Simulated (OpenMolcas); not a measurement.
# Ru5+: moving or changing the point charges

Ru5+ among 8 point charges of -1.2 e arranged as a cube (Oh), 2 Å from the ion.
```
   1.1547    1.1547    1.1547  -1.20
   1.1547    1.1547   -1.1547  -1.20
   1.1547   -1.1547    1.1547  -1.20
   1.1547   -1.1547   -1.1547  -1.20
  -1.1547    1.1547    1.1547  -1.20
  -1.1547    1.1547   -1.1547  -1.20
  -1.1547   -1.1547    1.1547  -1.20
  -1.1547   -1.1547   -1.1547  -1.20
```

```json
{
  "Program": "OpenMolcas 26.06",
  "Method": "CASSCF",
  "Basis": "ANO-RCC-VDZP [6s5p3d1f]",
  "Scalar Hamiltonian": "DKH2, point nucleus",
  "Active space": "3 electrons in 5 orbitals (4d)",
  "State averaging": "2S+1 = 4 even, 10 roots; 2S+1 = 2 even, 40 roots",
  "Spin-orbit coupling": "state interaction with AMFI integrals over the reference wave functions"
}
```

Runs around this geometry, states (labels of O, the rotations of Oh). Energies in cm-1 above the lowest state or level, χT in cm3 K/mol; under a threefold ground state the first gap can be a small split of the lowest multiplet, not the spin-orbit step; 10Dq and B are least-squares fits to the states below 45000 cm-1, weighted by degeneracy, with a free offset, and given where the rms deviation is under 5 % of |10Dq| (or 100 cm-1) and under 700 cm-1; 10Dq is negative for this site.

```json
{"R (Å)": "2", "q (e)": "-0.78", "Ground state": "4T1", "First state of that spin": "4T2 1852", "10Dq": "-2309", "B (rms of fit)": "996 (33)", "First gap with spin-orbit (degeneracies)": "994.2 (4, 2)", "χT at 300 K": "0.209", "First state of another spin": "2E 16145"}
{"R (Å)": "1.82", "q (e)": "-1.2", "Ground state": "4T1", "First state of that spin": "4T2 4688", "10Dq": "-5689", "B (rms of fit)": "992 (69)", "First gap with spin-orbit (degeneracies)": "719.3 (4, 2)", "χT at 300 K": "0.300", "First state of another spin": "2E 13416"}
{"R (Å)": "2", "q (e)": "-1.2", "Ground state": "4T1", "First state of that spin": "4T2 2890", "10Dq": "-3569", "B (rms of fit)": "995 (49)", "First gap with spin-orbit (degeneracies)": "862.3 (4, 2)", "χT at 300 K": "0.242", "First state of another spin": "2E 15272"}
{"R (Å)": "2.09", "q (e)": "-1.2", "Ground state": "4T1", "First state of that spin": "4T2 2306", "10Dq": "-2865", "B (rms of fit)": "996 (37)", "First gap with spin-orbit (degeneracies)": "931.0 (4, 2)", "χT at 300 K": "0.223", "First state of another spin": "2E 15797"}
```

Taking |10Dq| as R^-n, n = -ln(2865 / 5689) / ln(2.09 / 1.82) = 5.0 between the shortest and longest distance. The point-charge formula for a cubic d site gives n = 5.

Scaling the charges by -0.78 / -1.2 = 0.65 scales |10Dq| by 2309 / 3569 = 0.65; with fixed orbitals a first-order splitting would follow the charge.

An orbital triplet at a regular site is open to Jahn-Teller coupling, which can distort the site and quench the lowest spin-orbit gaps and is left out. Without dynamic correlation the repulsion within the d shell is too large (B by tens of per cent), so at a given field states of lower spin stand too high. Point charges give a weaker field than real ligands, and real ions of this kind are as a rule low spin; the high spin found here belongs to the model. The ground term spreads over less than 5000 cm-1, several times less than with real ligands, so orbital moments are less quenched and χT lies further from the spin-only value than at real sites (holds for R = 2, q = -0.78). This is an electrostatic model: the charges have no orbitals. No measured value stands beside these numbers.
